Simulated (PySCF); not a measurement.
C$_{3}$H$_{3}$F$_{3}$ (SMILES F/C=C\C(F)F), singlet, at a GFN2-xTB geometry.

Here is a job for PySCF.
```python
from pyscf import gto, scf, dft

mol = gto.Mole()
mol.atom = '''
    F    -1.79875411    1.17143656   -0.49157588
    C    -1.65199416    0.15800901    0.36320485
    C    -0.49527474   -0.45040045    0.55070710
    C     0.76312351   -0.07161292   -0.16900213
    F     1.73233126    0.26932806    0.71809702
    F     1.25103361   -1.13243921   -0.86120199
    H    -2.57623515   -0.08955822    0.86460872
    H    -0.41409902   -1.26595157    1.24984208
    H     0.63370965    0.76460725   -0.87178196
'''
mol.basis = 'sto-3g'
mol.verbose = 4
mol.max_memory = 1800
mol.build()

mf = dft.RKS(mol)
mf.xc = 'pbe'
mf = mf.density_fit(auxbasis='def2-universal-jkfit')
mf.kernel()
```

### Question
What does this run give for the total energy, number of basis functions, nuclear repulsion energy, HOMO energy, Mulliken (on the basis functions themselves) charges in atom order?

### Answer

| Property | Result |
|---|---|
| total energy | -409.3907 Eh |
| number of basis functions | 33 |
| nuclear repulsion energy | 237.3829 Eh |
| HOMO energy | -2.90 eV |
| Mulliken (on the basis functions themselves) charges in atom order | F1 -0.03, C2 0.00, C3 -0.16, C4 0.12, F5 -0.09, F6 -0.09, H7 0.09, H8 0.09, H9 0.07 |
